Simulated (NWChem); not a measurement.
Molecule: BNH$_{3}$OCl; SMILES NB(O)Cl

```xyz
7

B     -0.0256     0.4584     0.0000
Cl    -0.0350    -1.3354     0.0000
O     -1.2005     1.1404     0.0000
H     -1.9648     0.5580     0.0000
N      1.1974     1.1325     0.0000
H      1.2439     2.1422     0.0000
H      2.0877     0.6588     0.0000
```
Atoms are numbered in this order, from 1.

Computed with NWChem. All runs use the structure optimised with PBE0/def2-SVP. B3LYP is NWChem's, with the RPA form of VWN correlation. Atomic charges in e: unrestrained fits to the electrostatic potential beside Mulliken populations; buried atoms are poorly determined by the fit.

**Question.** What does the run give for B3LYP/def2-SVP? Quantities: ESP B1; Mulliken B1; ESP Cl2; Mulliken Cl2; ESP O3; Mulliken O3; ESP N5; Mulliken N5; relative RMS misfit of the potential (%).

**Answer.** 
- ESP B1 = 0.56
- Mulliken B1 = -0.06
- ESP Cl2 = -0.26
- Mulliken Cl2 = -0.18
- ESP O3 = -0.58
- Mulliken O3 = -0.12
- ESP N5 = -0.78
- Mulliken N5 = -0.07
- relative RMS misfit of the potential (%) = 27
